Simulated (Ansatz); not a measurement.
Basis-set extrapolation for FH$_{5}$O$_{2}$Si$_{2}$ (`O[SiH](O)[SiH2]F`) (PBE0-D4/def2-TZVP geometry, frozen core, Ansatz). Multiplicity 1, RHF reference.

```json
{"": "HF", "def2-TZVPP": "-830.244739", "def2-QZVPP": "-830.275862"}
{"": "MP2 correlation", "def2-TZVPP": "-0.969545", "def2-QZVPP": "-1.053547"}
{"": "CCSD(T) correlation", "def2-TZVPP": "-1.034963", "def2-QZVPP": "not run"}
```

Energies in hartree. Use E(X) = E(∞) + A·exp(−7.88·√X) for Hartree–Fock and E(X) = E(∞) + B·X^(−2.97) for correlation, with X = 3 and 4, and add CCSD(T) minus MP2 of the smaller set to the MP2 limit.

Task: What is the CCSD(T) energy at the basis-set limit?

Result: HF limit: -830.275862 + (-0.031123) × 0.13774 = -830.28015. MP2 limit: -1.053547 + (-0.084002) × 0.74074 = -1.11577. Higher-order term: -1.034963 − (-0.969545) = -0.06542. Total: -831.46134 hartree, 4.94 eV below CCSD(T)/def2-TZVPP.
